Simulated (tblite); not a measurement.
C2H7F3NSi2 (doublet state).
Numbering: `[F:1][C:2]([F:3])([F:4])[CH2:5][NH:6][SiH:7][SiH3:8]` (hydrogens: H9, H10 on C5; H11 on N6; H12 on Si7; H13, H14, H15 on Si8)

Structure used (GFN2-xTB), in Å, numbered top down from 1:
```xyz
15
C2H7F3NSi2 angstrom
F     -2.2411    1.5597    0.7982
C     -2.2683    0.8396   -0.3351
F     -1.6842    1.5926   -1.2779
F     -3.5585    0.7159   -0.6814
C     -1.5778   -0.5137   -0.1670
N     -0.2174   -0.3757    0.2351
Si     1.0717   -0.0350   -0.8975
Si     3.0466   -0.2036    0.2377
H     -2.1620   -1.0844    0.5650
H     -1.6211   -1.0191   -1.1343
H     -0.1403    0.0242    1.1589
H      0.6866   -0.9737   -1.9691
H      3.1281    0.8915    1.2121
H      4.0965   -0.0012   -0.7633
H      3.4367   -1.4092    0.9853
```

Computed values, GFN2-xTB/tblite, gas phase, harmonic and unscaled. The method is semi-empirical: single wavenumbers can be off by several per cent or more. Modes of hydrogen on silicon can be 10 to 20 % off. One conformer, not necessarily the lowest. Open shells enter through the occupations alone, without spin polarisation, and single modes of such species can be off by tens of per cent.

Harmonic wavenumbers (cm⁻¹): 33.5, 38.6, 59.9, 80.0, 107.4, 206.2, 230.8, 340.1, 365.7, 399.5, 449.7, 469.3, 478.9, 495.3, 502.4, 547.5, 603.0, 692.6, 770.3, 782.5, 797.0, 802.1, 853.9, 928.5, 1065.4, 1075.1, 1165.1, 1170.2, 1192.0, 1290.2, 1373.8, 1438.5, 2128.1, 2166.0, 2205.5, 2236.8, 2923.7, 2987.0, 3442.7.

A = 3712, B = 565.4, C = 557.8 MHz; mass 158.007 u (most abundant isotopes); point group C1, symmetry number 1; spin multiplicity 2.

Problem. What is the zero-point energy?

Solution. ½Σν̃ = 19447 cm⁻¹ = 232.64 kJ/mol.

Problem. Give the ideal-gas entropy at 273.15 K and 1 bar in the rigid-rotor, harmonic-oscillator model (classical rotation).

Solution. Translation 170.17, rotation 124.41, vibration 139.88, spin (R ln 2) 5.76: S = 440.2 J/(mol K).

Problem. And Cp and H(273.15 K) − H(0)?

Solution. Cp = 161.59 J/(mol K), of which vibrations give 128.33 (their classical limit is 39 R = 324.3); H(273.15 K) − H(0) = 27.75 kJ/mol without the zero-point energy, 18.66 from vibrations.

Problem. What must be added to the electronic energy to get the Gibbs energy at 273.15 K and 1 bar?

Solution. ZPE + [H(273.15 K) − H(0)] − T·S = 232.64 + 27.75 − 120.25 = 140.14 kJ/mol.

Problem. How do the functions run with temperature in this model?

Solution. 
```json
{"T (K)": "100", "S (J/(mol K))": "321.9", "Cp (J/(mol K))": "85.4", "H − H(0) (kJ/mol)": "6.25", "G − H(0) (kJ/mol)": "-25.94", "ln q(vib)": "3.09"}
{"T (K)": "200", "S (J/(mol K))": "394.8", "Cp (J/(mol K))": "130.7", "H − H(0) (kJ/mol)": "17.03", "G − H(0) (kJ/mol)": "-61.93", "ln q(vib)": "6.37"}
{"T (K)": "300", "S (J/(mol K))": "455.9", "Cp (J/(mol K))": "171.8", "H − H(0) (kJ/mol)": "32.22", "G − H(0) (kJ/mol)": "-104.53", "ln q(vib)": "9.41"}
{"T (K)": "500", "S (J/(mol K))": "558.3", "Cp (J/(mol K))": "229.3", "H − H(0) (kJ/mol)": "72.83", "G − H(0) (kJ/mol)": "-206.33", "ln q(vib)": "15.09"}
{"T (K)": "800", "S (J/(mol K))": "677.7", "Cp (J/(mol K))": "277.2", "H − H(0) (kJ/mol)": "149.58", "G − H(0) (kJ/mol)": "-392.57", "ln q(vib)": "22.60"}
{"T (K)": "1000", "S (J/(mol K))": "741.7", "Cp (J/(mol K))": "296.5", "H − H(0) (kJ/mol)": "207.06", "G − H(0) (kJ/mol)": "-534.68", "ln q(vib)": "26.99"}
```

q(vib) and H(0) count from the zero-point level.

Problem. Blend soft modes into free rotors: weight 1/[1 + (100 cm⁻¹/ν̃)⁴] for the oscillator and the rest for a rotor with moment μB/(μ + B), μ = h/(8π²ν), B = 10⁻⁴⁴ kg m². What vibrational entropy results?

Solution. 120.84 J/(mol K) in place of 139.88, which changes −T·S at 273.15 K by +5.20 kJ/mol.

Problem. Which modes carry the vibrational entropy at 273.15 K?

Solution. 33.5 cm⁻¹: 22.75; 38.6 cm⁻¹: 21.57; 59.9 cm⁻¹: 17.94; 80.0 cm⁻¹: 15.56; 107.4 cm⁻¹: 13.16; 206.2 cm⁻¹: 8.02 J/(mol K); the other 33 give 40.87 together.

Hindered rotation and anharmonicity are outside this model. Other conformers, if any are populated, would add a mixing term that is left out. The structure is chiral; the term R ln 2 for an equal mix with its mirror image is left out.
